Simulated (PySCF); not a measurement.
C₄H₈BCl.
Atom-mapped SMILES: `[BH2:1][CH2:2][C@@H:3]([Cl:4])[CH:5]=[CH2:6]` (hydrogens: H7, H8 on B1; H9, H10 on C2; H11 on C3; H12 on C5; H13, H14 on C6)

Computed by this run: PBE0-D3(BJ)/def2-SVP geometry optimisation, gas phase (PySCF); density fitting, grid level 1; the optimiser is geomeTRIC in internal coordinates, started from a GFN2-xTB structure with every atom displaced at random (about 0.01 Å).

At the end of the run (lengths in Å): B1–H7 1.210, B1–H8 1.209, C6–H13 1.095, C2–H9 1.112, C5–H12 1.097, C6–H14 1.093, C3–Cl4 1.817, Cl4–C3–C5 108.4°, C2–C3–Cl4 109.9°, B1–C2–C3 116.5°, C2–C3–C5 112.6°, B1–C2–C3–Cl4 170°, C2–C3–C5–C6 117°, H9–C2–B1–H7 103°, H7–B1–C2–C3 -17°.

Question: These geometries were met on the way; a selection of coordinates is given. Order them by energy above the end point, lowest first.
A. B1–H7 1.170, B1–H8 1.181, C6–H13 1.066, C2–H9 1.084, C5–H12 1.071, C6–H14 1.068, C3–Cl4 1.838, Cl4–C3–C5 105.2°, C2–C3–Cl4 110.8°, B1–C2–C3 115.2°, C2–C3–C5 113.5°, B1–C2–C3–Cl4 179°, C2–C3–C5–C6 131°, H9–C2–B1–H7 119°, H7–B1–C2–C3 -3°
B. B1–H7 1.210, B1–H8 1.208, C6–H13 1.098, C2–H9 1.111, C5–H12 1.101, C6–H14 1.096, C3–Cl4 1.815, Cl4–C3–C5 109.2°, C2–C3–Cl4 108.5°, B1–C2–C3 117.7°, C2–C3–C5 113.1°, B1–C2–C3–Cl4 177°, C2–C3–C5–C6 124°, H9–C2–B1–H7 118°, H7–B1–C2–C3 -6°
C. B1–H7 1.210, B1–H8 1.209, C6–H13 1.095, C2–H9 1.111, C5–H12 1.098, C6–H14 1.093, C3–Cl4 1.820, Cl4–C3–C5 108.3°, C2–C3–Cl4 109.7°, B1–C2–C3 116.6°, C2–C3–C5 112.9°, B1–C2–C3–Cl4 170°, C2–C3–C5–C6 118°, H9–C2–B1–H7 112°, H7–B1–C2–C3 -9°

Answer: C (0.003 eV), B (0.015 eV), A (0.144 eV).

```tsv
step	E above end (eV)	rms distance from the end, all atoms (Å)	largest force (eV/Å)	rms shift of all bonds from the end (Å)
6	0.003	0.053	0.055	0.001
1	0.015	0.148	0.216	0.003
0	0.144	0.190	1.113	0.023
```

Rows stand in the order of the answer.
